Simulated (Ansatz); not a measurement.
`CC(C)[Si]F` + H₂O → `O[Si]F` + propane at 500 K and 1 bar (formal hydrolysis of the Si–C bond).

Program: Ansatz. Geometries: PBE0-D4/def2-TZVP. ΔE: electronic, gas phase. CBS: MP2 limit from def2 TZ/QZ plus the TZ coupled-cluster correction, frozen cores. This one scheme is used for every species. Each species was taken in one conformer, which may not be the lowest.

```json
{"species": "`CC(C)[Si]F`", "CCSD(T)/CBS energy (Eh)": "-507.26195", "H − E (kJ/mol)": "297.1", "S (J/(mol·K))": "415.9"}
{"species": "H₂O", "CCSD(T)/CBS energy (Eh)": "-76.37941", "H − E (kJ/mol)": "73.2", "S (J/(mol·K))": "206.3"}
{"species": "`O[Si]F`", "CCSD(T)/CBS energy (Eh)": "-464.72778", "H − E (kJ/mol)": "66.8", "S (J/(mol·K))": "297.2"}
{"species": "`CCC`", "CCSD(T)/CBS energy (Eh)": "-118.98051", "H − E (kJ/mol)": "304.1", "S (J/(mol·K))": "314.1"}
```

H − E and S are ideal-gas, rigid-rotor, harmonic terms from PBE0-D4/def2-TZVP, for one conformer and one mirror image of each species. 1 Eh = 2625.50 kJ/mol, R = 8.31446 J/(mol·K).

Task: By hand: ΔE, ΔH, ΔS and ΔG.

Result: ΔE = (-464.72778) + (-118.98051) − (-507.26195) − (-76.37941) = -0.06693 Eh = -175.7 kJ/mol. Δ(H − E) = 66.8 + 304.1 − 297.1 − 73.2 = 0.6, so ΔH = -175.1 kJ/mol. ΔS = 297.2 + 314.1 − 415.9 − 206.3 = -10.9 J/(mol·K). ΔG = -175.1 − 500 × (-10.9)/1000 = -169.7 kJ/mol.

Task: By hand: the equilibrium constant, and the temperature at which ΔG would vanish if ΔH and ΔS stayed fixed.

Result: log₁₀ K = −ΔG/(RT ln 10) = 17.7. ΔG = 0 at ΔH/ΔS = 16064 K, far beyond where these terms or the molecules hold.

The number of gas molecules stays the same, so ΔS is small and ΔH decides. A doubt of 5 kJ/mol in ΔE shifts log₁₀ K by 0.5 here. Other conformers and mirror images would add mixing entropy, several J/(mol·K) or more a flexible species. Modes under 60 cm⁻¹, often nearly free rotors, make the harmonic entropy too high. These are equilibria of isolated gas molecules and say nothing of rates. Largest T1 diagnostic: 0.015 (customary marks: 0.02 for closed shells, 0.045 for open ones).
